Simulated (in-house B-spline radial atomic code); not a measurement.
Computed with a B-spline radial atomic code. Model: two electrons, singlet ground state, non-relativistic, full CI in B-splines with partial waves to l = 8 (at full coupling up to 3e-4 hartree above the limit, correlation up to 0.6 % small), density held at that of full coupling by Lieb maximisation.

Along the adiabatic connection the electron repulsion is scaled by a coupling λ while a local potential keeps the density fixed. At λ = 0 the system is the Kohn-Sham one and W equals the exchange energy; the exchange-correlation energy is the area under W between 0 and 1. The kinetic energy rises with λ as the electrons avoid each other, with dT/dλ = −λ dW/dλ.

Command:
```bash
python run_ac.py task.json out
```
Settings (lengths in bohr, energies in hartree):
```
potential              yukawa
strength               6.02
lmax                   8
second                 1.64
```

Cost of the run: 17 s on 1 thread of Intel(R) Xeon(R) Processor @ 2.30GHz, on a shared host.

**W = mean repulsion less Hartree energy, and W of three functionals.**

Given: confinement screened point charge; nuclear charge 6.02; screening of the nucleus 1.64 1/bohr; external potential -Z exp(-k r)/r.

Computed: LDA exchange minus exact 462.56 millihartree; SCAN exchange minus exact -10.802 millihartree.

```csv
coupling,W xc (hartree),W xc minus exchange (millihartree),kinetic minus Kohn-Sham (millihartree),LDA (PW92) W minus its exchange (millihartree),PBE W minus its exchange (millihartree),SCAN W minus its exchange (millihartree)
0,-3.3179,0,0,0,0,0
0.02,-3.3198,-1.897,0,-14.71,-1.81,-1.84
0.05,?,?,?,?,?,?
0.12,-3.3292,-11.303,0.7,-62.34,-10.97,-10.83
0.25,-3.3412,-23.338,2.9,-108.69,-22.96,-22.19
0.4,-3.3549,-36.963,7.3,-152.98,-36.76,-34.91
0.6,-3.3726,-54.704,16.2,-203.36,-54.97,-51.32
0.8,?,?,?,?,?,?
1,-3.4067,-88.798,43.4,-286.74,-90.45,-82.54
1.4,-3.439,-121.16,82.2,-355.89,-124.47,-111.9
2,-3.4846,-166.71,159.4,-443.08,-172.69,-152.97
3,-3.5535,-235.56,330.9,-560.65,-245.99,-214.8
4.5,-3.6428,-324.91,664.1,-697.89,-341.74,-295.23
7,-3.7631,-445.22,1349.4,-867.61,-472.24,-405.04
10,-3.8738,-555.89,2282.5,-1016.4,-595.1,-508.7
```

(1) What belongs in the row 0.05?

(2) What belongs in the row 0.8?

(3) What is the PBE exchange minus exact?

**Energy parts, natural occupations and partial-wave weights.**

Computed: total energy -16.5823 hartree; exchange energy -3.3179 hartree; kinetic part of the DFT correlation energy 0.043402 hartree; initial slope twice GL2 -0.095 hartree; kinetic part over minus potential part 0.48877; Hartree energy 6.6358 hartree; Kohn-Sham kinetic 29.351 hartree.

| natural | occupation of the shell (electrons) |
| --- | --- |
| s | 1.9982 |
| p | 0.0009216 |
| s | ? |
| d | 4.9584e-05 |
| p | 3.8081e-05 |
| s | 1.813e-05 |

(4) What belongs in the row s?

```tsv
wave	weight
s	0.99948
p	0.00048191
d	2.8099e-05
f	?
g	9.8961e-07
```

(5) What belongs in the row f?

(6) What is the Lieb Oxford ratio E_xc over LDA exchange?

(7) What is the correlation energy?

## Answers

(1) W xc (hartree): -3.3226; W xc minus exchange (millihartree): -4.732; kinetic minus Kohn-Sham (millihartree): 0.1; LDA (PW92) W minus its exchange (millihartree): -31.2; PBE W minus its exchange (millihartree): -4.54; SCAN W minus its exchange (millihartree): -4.57.

(2) W xc (hartree): -3.3899; W xc minus exchange (millihartree): -71.976; kinetic minus Kohn-Sham (millihartree): 28.3; LDA (PW92) W minus its exchange (millihartree): -247.32; PBE W minus its exchange (millihartree): -72.89; SCAN W minus its exchange (millihartree): -67.18.

(3) 48.375 millihartree.

(4) occupation of the shell (electrons): 0.00075489.

(5) weight: 4.1618e-06.

(6) 1.1779.

(7) -0.045396 hartree.

Half-way to full coupling W has made 52 % of its drop, against 50 % for a straight line, and second-order (GL2) theory, half the initial slope, overshoots the correlation energy by about 5 %: correlation is weak here. Over couplings 0 to 1 the errors in E_xc come to about +339 millihartree for LDA, +48 millihartree for PBE, -8.0 millihartree for SCAN, so SCAN is nearest. In LDA and PBE and SCAN the errors of exchange and correlation have opposite signs, so the sum is smaller than the larger of the two.
